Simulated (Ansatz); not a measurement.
CH5BSeSi, SMILES `BC1[SiH2][Se]1`, relaxed with RKS PBE0-D4/def2-TZVP in the Gaussian-basis code of Ansatz from a PBE-D4/def2-SVP geometry. The force threshold is 0.005 eV/Å; the program also tests the step.

Charge 0, multiplicity 1.

Start:

```xyz
9

B    -0.120   -0.876    1.149
C    -0.326   -0.673   -0.344
Si    0.305    1.100   -0.707
Se   -1.818    0.516   -1.076
H    -0.680   -0.170    1.966
H     0.701   -1.700    1.513
H     0.033   -1.399   -1.096
H     1.271    1.201   -1.845
H     0.634    2.003    0.439
```

Task: How much energy does the relaxation release, and in how many steps? (An estimate is asked.)

Result: Ansatz gave: 4.25 kJ/mol, in 7 steps.

Task: Which bonds change most? (Estimate.)

Result: Ansatz gave: C2–Si3 from 1.916 to 1.883 Å; Si3–Se4 from 2.233 to 2.204 Å; B1–H6 from 1.220 to 1.199 Å; C2–Se4 from 2.044 to 2.023 Å.

Task: Give the relaxed structure. (Best estimate.)

Result: The calculation gave: 
```xyz
9

B    -0.125   -0.890    1.154
C    -0.275   -0.646   -0.329
Si    0.311    1.100   -0.719
Se   -1.785    0.498   -1.040
H    -0.675   -0.185    1.949
H     0.624   -1.747    1.528
H     0.057   -1.369   -1.069
H     1.228    1.228   -1.871
H     0.639    2.011    0.397
```
